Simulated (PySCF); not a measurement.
C2H7BO2S (SMILES COB(S)OC), singlet, geometry from GFN2-xTB. Base run: M062X/6-31G run with PySCF.

Here is a job for PySCF.
```python
from pyscf import gto, scf, dft, solvent

mol = gto.M(
    atom='''
B     0.04893031    0.12657355    0.00518969
O     0.41382625    1.34580804   -0.43672345
C     0.23389499    1.78225074   -1.76985473
H    -0.55996277    2.53167571   -1.78859000
H     1.16962825    2.23406818   -2.10203084
H    -0.03279309    0.95030325   -2.42145500
O    -0.51835813   -0.78335210   -0.80592161
C    -0.90888969   -2.08506391   -0.43401393
H    -0.88186704   -2.21802842    0.64983909
H    -1.92396504   -2.24983714   -0.79902919
H    -0.23243105   -2.80346404   -0.90239409
S     0.38784550   -0.17401170    1.78089644
H     0.89743449    1.02383345    2.00774076
''',
    basis='6-31g',
    verbose=4,
)

mf = dft.RKS(mol)
mf.xc = 'm062x'
mf.kernel()
```

Each row names what was changed in the base input (with any setting that the change needs).

| change | ΔE vs base (kJ/mol) | dipole (D) | HOMO-LUMO gap (eV) |
|---|---|---|---|
| base | 0.00 | 2.17 | 10.91 |
| model = IEF-PCM; solvent = tetrahydrofuran | -19.16 | 2.51 | 11.14 |
| model = COSMO; solvent = methanol | -22.66 | 2.55 | 11.17 |
| model = IEF-PCM; solvent = methanol; r_probe = 0.5 | -8.22 | 2.47 | 11.02 |
| model = IEF-PCM; solvent = methanol; lebedev_order = 41 | -22.80 | 2.56 | 11.18 |
| model = IEF-PCM; solvent = methanol; vdw_scale = 1.1 | (withheld) | (withheld) | (withheld) |
| model = ddCOSMO; solvent = methanol | (withheld) | 2.55 | (withheld) |
| model = C-PCM; solvent = methanol | -23.04 | 2.56 | 11.18 |
| model = IEF-PCM; solvent = methanol; vdw_scale = 1.0 | (withheld) | (withheld) | (withheld) |
| model = IEF-PCM; solvent = chloroform | -16.76 | 2.47 | 11.12 |
| model = SS(V)PE; solvent = methanol | -22.57 | 2.55 | 11.17 |
| model = IEF-PCM; solvent = methanol; vdw_scale = 1.4 | -11.85 | 2.50 | 11.07 |

### Question
Complete the blanks.

### Answer

- model = IEF-PCM; solvent = methanol; vdw_scale = 1.1, ΔE vs base (kJ/mol): -32.5
- model = IEF-PCM; solvent = methanol; vdw_scale = 1.1, dipole (D): 2.58
- model = IEF-PCM; solvent = methanol; vdw_scale = 1.1, HOMO-LUMO gap (eV): 11.20
- model = ddCOSMO; solvent = methanol, ΔE vs base (kJ/mol): -16.20
- model = ddCOSMO; solvent = methanol, HOMO-LUMO gap (eV): 11.11
- model = IEF-PCM; solvent = methanol; vdw_scale = 1.0, ΔE vs base (kJ/mol): -47.6
- model = IEF-PCM; solvent = methanol; vdw_scale = 1.0, dipole (D): 2.57
- model = IEF-PCM; solvent = methanol; vdw_scale = 1.0, HOMO-LUMO gap (eV): 11.22

The base is the gas phase, so ΔE is the electrostatic part of solvation at a fixed geometry, without cavity and dispersion terms.
